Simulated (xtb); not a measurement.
CHS2 (SMILES S=C=[SH+]), charge +1, singlet, from a rough starting geometry; xtb 6.7.1 with GFN2-xTB.

Here is a job for xtb.
```
$ xtb mol.xyz --gfn 2 --chrg 1 --opt vtight --json

# file mol.xyz
4

S      2.00657598    -0.17218302    -0.08330846
C      0.49803698     0.04541426    -0.19468006
S     -1.04676454     0.39661678    -0.39573105
H     -1.43982469    -0.29194744     0.67570113
```

Output, abridged:

```
   ID    Z sym.   atoms
    1   16 S      1, 3
    2    6 C      2
    3    1 H      4

           -------------------------------------------------
          |                Calculation Setup                |
           -------------------------------------------------

           -------------------------------------------------
          |                 G F N 2 - x T B                 |
           -------------------------------------------------

          ...................................................
          :                      SETUP                      :
          :.................................................:
          :  # basis functions                  25          :
          :  # atomic orbitals                  23          :
          :  # shells                            9          :
          :  # electrons                        16          :
          :  max. iterations                   250          :
          :  Hamiltonian                  GFN2-xTB          :
          :  restarted?                      false          :
          :  GBSA solvation                  false          :
          :  PC potential                    false          :
          :  electronic temp.          300.0000000     K    :
          :  accuracy                    1.0000000          :
          :  -> integral cutoff          0.2500000E+02      :
          :  -> integral neglect         0.1000000E-07      :
          :  -> SCF convergence          0.1000000E-05 Eh   :
          :  -> wf. convergence          0.1000000E-03 e    :
          :  Broyden damping             0.4000000          :
          :  net charge                          1          :
          :  unpaired electrons                  0          :
          ...................................................

 iter      E             dE          RMSdq      gap      omega  full diag
   1     -8.6771849 -0.867718E+01  0.705E+00    2.42       0.0  T
   2     -8.6722682  0.491673E-02  0.483E+00    2.67       1.0  T
   3     -8.7020045 -0.297363E-01  0.244E+00    2.30       1.0  T
   4     -8.7064228 -0.441829E-02  0.918E-01    2.42       1.0  T
   5     -8.7075546 -0.113175E-02  0.265E-01    2.36       1.0  T
   6     -8.7075680 -0.134419E-04  0.500E-02    2.36       1.0  T
   7     -8.7075686 -0.575456E-06  0.286E-02    2.36       1.7  T
   8     -8.7075694 -0.767698E-06  0.132E-02    2.36       3.8  T
   9     -8.7075696 -0.210797E-06  0.632E-03    2.36       7.9  T
  10     -8.7075696 -0.792910E-07  0.751E-04    2.36      66.6  T
  11     -8.7075696 -0.328608E-09  0.108E-04    2.36     462.1  T

   *** convergence criteria satisfied after 11 iterations ***

         :::::::::::::::::::::::::::::::::::::::::::::::::::::
         ::                     SUMMARY                     ::
         :::::::::::::::::::::::::::::::::::::::::::::::::::::
         :: total energy              -8.612827956284 Eh    ::
         :: gradient norm              0.046110521627 Eh/a0 ::
         :: HOMO-LUMO gap              2.358367960056 eV    ::
         ::.................................................::
         :: SCC energy                -8.707569652279 Eh    ::
         :: -> isotropic ES            0.116208794741 Eh    ::
         :: -> anisotropic ES         -0.004971040616 Eh    ::
         :: -> anisotropic XC          0.002981420351 Eh    ::
         :: -> dispersion             -0.002094664046 Eh    ::
         :: repulsion energy           0.094741695995 Eh    ::
         :: add. restraining           0.000000000000 Eh    ::
         :: total charge               1.000000000000 e     ::
         :::::::::::::::::::::::::::::::::::::::::::::::::::::

      -----------------------------------------------------------
     |                   =====================                   |
     |                        A N C O P T                        |
     |                   =====================                   |
     |               Approximate Normal Coordinate               |
     |                Rational Function Optimizer                |
      -----------------------------------------------------------
      -----------------------------------------------------------
     |                   =====================                   |
     |                        A N C O P T                        |
     |                   =====================                   |
     |               Approximate Normal Coordinate               |
     |                Rational Function Optimizer                |
      -----------------------------------------------------------

          ...................................................
          :                      SETUP                      :
          :.................................................:
          :   optimization level         verytight          :
          :   max. optcycles                   200          :
          :   ANC micro-cycles                  20          :
          :   degrees of freedom                 6          :
          :.................................................:
          :   RF solver                   davidson          :
          :   write xtbopt.log                true          :
          :   linear?                        false          :
          :   energy convergence         0.1000000E-06 Eh   :
          :   grad. convergence          0.2000000E-03 Eh/α :
          :   maxmium RF displ.          1.0000000          :
          :   Hlow (freq-cutoff)         0.1000000E-01      :
          :   Hmax (freq-cutoff)         5.0000000          :
          :   S6 in model hess.         20.0000000          :
          ...................................................

generating ANC from exact Hessian ...
Using Lindh-Hessian (1995)
 Shifting diagonal of input Hessian by    9.2366663859695212E-003
 Lowest  eigenvalues of input Hessian
    0.000000    0.000000    0.000000    0.000000    0.000000    0.000000
[...]
 * total energy  :    -8.6128280 Eh     change       -0.3611333E-11 Eh
 * total energy  :    -8.6136709 Eh     change       -0.8429531E-03 Eh
 * total energy  :    -8.6139176 Eh     change       -0.2467082E-03 Eh
 * total energy  :    -8.6140916 Eh     change       -0.1740224E-03 Eh
 * total energy  :    -8.6140933 Eh     change       -0.1677474E-05 Eh
 * total energy  :    -8.6140937 Eh     change       -0.3364455E-06 Eh
 * total energy  :    -8.6140937 Eh     change       -0.9508437E-07 Eh
   *** GEOMETRY OPTIMIZATION CONVERGED AFTER 7 ITERATIONS ***
[...]
          :  electronic temp.          300.0000000     K    :
          :  accuracy                    1.0000000          :
          :  -> integral cutoff          0.2500000E+02      :
          :  -> integral neglect         0.1000000E-07      :
          :  -> SCF convergence          0.1000000E-05 Eh   :
          :  -> wf. convergence          0.1000000E-03 e    :
          :  Broyden damping             0.4000000          :
          :  net charge                          1          :
          :  unpaired electrons                  0          :
          ...................................................

 iter      E             dE          RMSdq      gap      omega  full diag
   1     -8.7031595 -0.870316E+01  0.136E-04    2.33       0.0  T
   2     -8.7031595  0.357403E-11  0.114E-04    2.33     439.2  T
   3     -8.7031595 -0.141078E-10  0.648E-05    2.33     771.5  T

   *** convergence criteria satisfied after 3 iterations ***

         :::::::::::::::::::::::::::::::::::::::::::::::::::::
         ::                     SUMMARY                     ::
         :::::::::::::::::::::::::::::::::::::::::::::::::::::
         :: total energy              -8.614093749233 Eh    ::
         :: gradient norm              0.000149673316 Eh/a0 ::
         :: HOMO-LUMO gap              2.328484922046 eV    ::
         ::.................................................::
         :: SCC energy                -8.703159467114 Eh    ::
         :: -> isotropic ES            0.115387512120 Eh    ::
         :: -> anisotropic ES         -0.005447003801 Eh    ::
         :: -> anisotropic XC          0.003267312004 Eh    ::
         :: -> dispersion             -0.002091238000 Eh    ::
         :: repulsion energy           0.089065717882 Eh    ::
         :: add. restraining           0.000000000000 Eh    ::
         :: total charge               1.000000000000 e     ::
         :::::::::::::::::::::::::::::::::::::::::::::::::::::

           -------------------------------------------------
          |                Property Printout                |
           -------------------------------------------------

    * Orbital Energies and Occupations

         #    Occupation            Energy/Eh            Energy/eV
      -------------------------------------------------------------
         1        2.0000           -0.9762112             -26.5641
         2        2.0000           -0.9702689             -26.4024
         3        2.0000           -0.8080062             -21.9870
         4        2.0000           -0.7479922             -20.3539
         5        2.0000           -0.7291171             -19.8403
         6        2.0000           -0.7160735             -19.4854
         7        2.0000           -0.6803874             -18.5143
         8        2.0000           -0.6272603             -17.0686 (HOMO)
         9                         -0.5416901             -14.7401 (LUMO)
        10                         -0.5142865             -13.9944
        11                         -0.4272547             -11.6262
        12                         -0.3689773             -10.0404
        13                         -0.3009685              -8.1898
        14                         -0.2369459              -6.4476
        15                         -0.2351209              -6.3980
        16                         -0.2347185              -6.3870
        17                         -0.2310389              -6.2869
        18                         -0.2244841              -6.1085
        19                         -0.0781336              -2.1261
       ...                                ...                  ...
        23                          0.9054664              24.6390
      -------------------------------------------------------------
                  HL-Gap            0.0855702 Eh            2.3285 eV
             Fermi-level           -0.5844752 Eh          -15.9044 eV

     #   Z          covCN         q      C6AA      α(0)
     1  16 S        1.023     0.472   121.613    18.652
     2   6 C        1.952     0.018    30.611     8.935
     3  16 S        1.943     0.262   130.805    19.249
     4   1 H        0.921     0.248     0.887     1.473

 Mol. C6AA /au·bohr⁶  :        836.983704
 Mol. C8AA /au·bohr⁸  :      36184.385781
 Mol. α(0) /au        :         48.308559

Wiberg/Mayer (AO) data.
largest (>0.10) Wiberg bond orders for each atom

 ---------------------------------------------------------------------------
     #   Z sym  total        # sym  WBO       # sym  WBO       # sym  WBO
 ---------------------------------------------------------------------------
     1  16 S    2.838 --     2 C    2.430     3 S    0.350
     2   6 C    3.940 --     1 S    2.430     3 S    1.485
     3  16 S    2.692 --     2 C    1.485     4 H    0.856     1 S    0.350
     4   1 H    0.939 --     3 S    0.856
 ---------------------------------------------------------------------------

Topologies differ in total number of bonds
Writing topology from bond orders to xtbtopo.mol

molecular dipole:
                 x           y           z       tot (Debye)
 q only:        0.609      -0.099       0.029
   full:        0.596      -0.125       0.068       1.557
molecular quadrupole (traceless):
                xx          xy          yy          xz          yz          zz
 q only:        9.476      -0.874      -4.951      -1.197      -0.463      -4.525
  q+dip:       10.897      -0.897      -5.739      -1.542      -0.604      -5.158
   full:        9.969      -0.588      -5.432      -1.813      -0.930      -4.537

optimized geometry written to: xtbopt.xyz

           -------------------------------------------------
          | TOTAL ENERGY               -8.614093749233 Eh   |
          | GRADIENT NORM               0.000149673316 Eh/α |
          | HOMO-LUMO GAP               2.328484922046 eV   |
           -------------------------------------------------

normal termination of xtb
```
